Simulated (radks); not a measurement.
All-electron atom: Se III in [Ar] 3d10 4s2 4p1 5p1 (not the ground configuration).

All-electron calculation, Dirac Kohn-Sham, PBEsol, spin-unpolarised, spherical densities, point nucleus; open shells are shared between the two j in proportion to 2j + 1. Program: a radial shooting solver on a logarithmic mesh with Libxc functionals.

Energy parts (eV):
| part | energy |
|---|---|
| total | -66032.147 |
| kinetic | 67611.799 |
| electron-nucleus | -158576.978 |
| Hartree | 27254.987 |
| exchange-correlation | -2321.955 |

Orbitals (lengths in bohr, moments of r in powers of bohr; r(90%) holds 90 % of the orbital's charge):
| orbital | occ. | eigenvalue (eV) | r(90%) | <r^4> |
|---|---|---|---|---|
| 1s1/2 | 2 | -12521.57 | 0.0789 | 0.00001766 |
| 2s1/2 | 2 | -1635.144 | 0.303 | 0.003551 |
| 2p1/2 | 2 | -1470.386 | 0.276 | 0.002458 |
| 2p3/2 | 4 | -1428.668 | 0.281 | 0.002647 |
| 3s1/2 | 2 | -242.6663 | 0.856 | 0.2301 |
| 3p1/2 | 2 | -186.3190 | 0.891 | 0.2702 |
| 3p3/2 | 4 | -180.4375 | 0.907 | 0.2900 |
| 3d3/2 | 4 | -83.1801 | 1.04 | 0.5214 |
| 3d5/2 | 6 | -82.2797 | 1.04 | 0.5354 |
| 4s1/2 | 2 | -42.8888 | 2.41 | 14.37 |
| 4p1/2 | 0.333333 | -30.4901 | 2.79 | 25.94 |
| 4p3/2 | 0.666667 | -29.9064 | 2.83 | 27.46 |
| 5p1/2 | 0.333333 | -10.8812 | 6.50 | 777.2 |
| 5p3/2 | 0.666667 | -10.7677 | 6.55 | 803.7 |

The highest occupied level is 5p3/2 at -10.768 eV. The density falls to 0.001 e/bohr^3 at r = 4.84 bohr.
